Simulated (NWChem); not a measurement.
System: AgH$_{3}$O; SMILES [OH2]->[AgH]

The following NWChem deck was run.

```
start job
memory heap 200 mb stack 900 mb global 1100 mb
geometry units angstroms noautosym nocenter noautoz
  Ag     0.001313    -0.296693    -0.054577
  H      0.008077    -1.893236     0.057982
  O     -0.008254     1.964401    -0.153109
  H     -0.780985     2.303980     0.339252
  H      0.761770     2.310501     0.338952
end
basis spherical
  * library def2-svpd
end
ecp
  Ag library def2-ecp
end
dft
  xc xcamb88 1.00 lyp 1.0 hfexch 1.00
  cam 0.33 cam_alpha 0.0 cam_beta 1.0
  iterations 150
end
property
  response 1 0.0
end
task dft property
```

The geometry was optimised at PBE-D3(BJ)/def2-SVP. def2 effective core potentials on Ag; no spin-orbit coupling.

Static field.

Task: Give the results of this calculation. (LC-BLYP (range parameter 0.33 per bohr)/def2-SVPD with def2 effective core potentials on Ag.) Quantities: isotropic polarisability (bohr³); anisotropy (bohr³).

Result: 
```yaml
isotropic polarisability (bohr³): 46.2
anisotropy (bohr³): 10.0
```
